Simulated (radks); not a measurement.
Results of a calculation; reference values are marked as such.
Spherical jellium clusters: N electrons in a uniform positive sphere of charge N and radius rs N^(1/3), rs = 4.34 bohr. Level of theory: non-relativistic Kohn-Sham, LDA (Slater exchange, Perdew-Wang correlation), spin-polarised, spherical densities (a radial shooting solver with Libxc functionals). Levels are named by radial order and angular momentum (1s, 1p, 1d, 2s, ...), and open shells are averaged over m.

N = 32, configuration 1s2 1p6 1d10 2s2 1f(up 7, down 5). This is the lowest configuration that the search found. Occupied and some empty levels:

level    occupation  eigenvalue (eV)  <r> (bohr)
1s up             1          -4.8355       7.902
1s down           1          -4.7896       7.728
1p up             3          -4.2739       9.655
1p down           3          -4.2033       9.582
1d up             5          -3.6067       10.70
1d down           5          -3.5259       10.68
2s up             1          -3.3943       8.491
2s down           1          -3.3533       8.609
1f up             7          -2.8262       11.49
1f down           5          -2.7425       11.50
2p up             0          -2.3817       9.614
2p down           0          -2.3441       9.653
1g up             0          -1.9435       12.20
1g down           0          -1.8616       12.24
2d up             0          -1.3736       11.32
2d down           0          -1.3331       11.35

Energy (eV): total -60.8783, kinetic 48.630, external -2408.5, Hartree 1196.4, exchange-correlation -110.80, background 1213.4.
